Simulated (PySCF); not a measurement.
BrH, SMILES Br. Geometry optimised at PBE0-D3(BJ)/def2-TZVPD.

TDDFT-PBE0/def2-TZVPD run with PySCF puts the lowest singlet excitations at 6.68, 6.68, 8.71, 8.71, 8.81, 8.81 eV.

### Question
What are the lowest excitation roots from PySCF with ADC(3)/aug-cc-pVDZ? (Estimate from the structure and the level; the computed values follow.)

### Answer
6.79, 6.79, 8.95, 8.95, 9.66, 9.66 eV. S1 differs by 0.11 eV (second minus first; roots are paired by order, and the bases may differ).
